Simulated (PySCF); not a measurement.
CH5AlO2, SMILES [CH3][Al]([OH])[OH] (connectivity only; charge and spin as stated), charge +1, multiplicity 2.

Coordinates come from a B3LYP-D3(BJ)/def2-SVP optimisation. The multiplicity is an assumed one; other spin states were not compared. The isomer is the one that the SMILES or the coordinates give; other isomers of the formula were not compared. Other conformers were not sampled.

All values below come from M06-2X/def2-TZVP in PySCF.

```json
{
  "total_energy": "-433.75296 hartree",
  "point_group": "Cs",
  "α spin, highest occupied and lowest empty level": "-15.95 and -5.51 eV",
  "β spin, highest occupied and lowest empty level": "-16.50 and -9.54 eV",
  "dipole_moment_about_the_centre_of_nuclear_charge": "2.40 D",
  "mean_static_polarisability": "37.9 bohr³ (5.61 Å³)",
  "polarisability_principal_values": "29.2, 39.1, 45.2 bohr³",
  "⟨S²⟩": "0.755 (pure state 0.75)"
}
```
